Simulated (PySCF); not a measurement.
**TDDFT excited states: [C7H11N2]+**

Compound: C7H11N2 (charge +1).
Numbering: `[CH3:1][C:2](/[CH:3]=[CH:4]/[C:5]#[N:6])=[N+:7]([CH3:8])[CH3:9]` (hydrogens: H10, H11, H12 on C1; H13 on C3; H14 on C4; H15, H16, H17 on C8; H18, H19, H20 on C9)

Computed, not measured: PySCF, TDDFT B3LYP/def2-SVPD, vertical, gas phase, core orbitals frozen in the response. Isolated species at its PBE0-D3(BJ)/def2-SVP geometry (one conformer only). Torsions of this conformer, `[CH3:1][C:2](/[CH:3]=[CH:4]/[C:5]#[N:6])=[N+:7]([CH3:8])[CH3:9]`: C1–C2–C3–C4 -11°.

Task: Predict the UV-vis stick spectrum at this level.

Result: 

```csv
state,E (eV),E (hartree),f,"main configurations (H = HOMO, L = LUMO)"
S1,4.35,0.1599,0.0004,H-1→L (98%)
S2,4.53,0.1664,0.644,H→L (96%)
S3,5.16,0.1895,0.0028,H-2→L (99%)
S4,5.70,0.2095,0.106,H-3→L (93%)
S5,6.17,0.2268,0.0027,"H-5→L (74%), H-4→L (18%)"
S6,6.54,0.2402,0.033,"H-4→L (66%), H-5→L (18%), H→L+1 (9%)"
```

The lowest singlet lies at 4.35 eV (285 nm, ultraviolet) and is dark (f under 0.0005); its leading configuration is HOMO-1→LUMO (98%). The strongest level in the table is S2 at 4.53 eV (274 nm, f = 0.644). Löwdin shares by element: HOMO carbon 50% or more, nitrogen 22% or more (atoms not listed hold the other 28%); LUMO carbon 53% or more, nitrogen 18% or more (atoms not listed hold the other 30%). Orbital energies (eV): HOMO-3 -13.98, HOMO-2 -13.87, HOMO-1 -13.34, HOMO -12.35, LUMO -7.85, LUMO+1 -4.71, LUMO+2 -3.98. Of the 6 states listed, 3 reach f = 0.01 and 1 stays under 0.0005. The oscillator strengths of these states sum to 0.788; summed over the whole spectrum of an exact calculation they would give the number of electrons, 66 (Thomas–Reiche–Kuhn). No computed singlet lies in the visible range (380 to 750 nm); the lowest, at 285 nm, stands 1.09 eV above its violet end (3.26 eV). Only the lowest 6 singlets were computed, as vertical energies without vibronic structure.

The run took about 2.6 min of CPU time (one thread, shared machine).
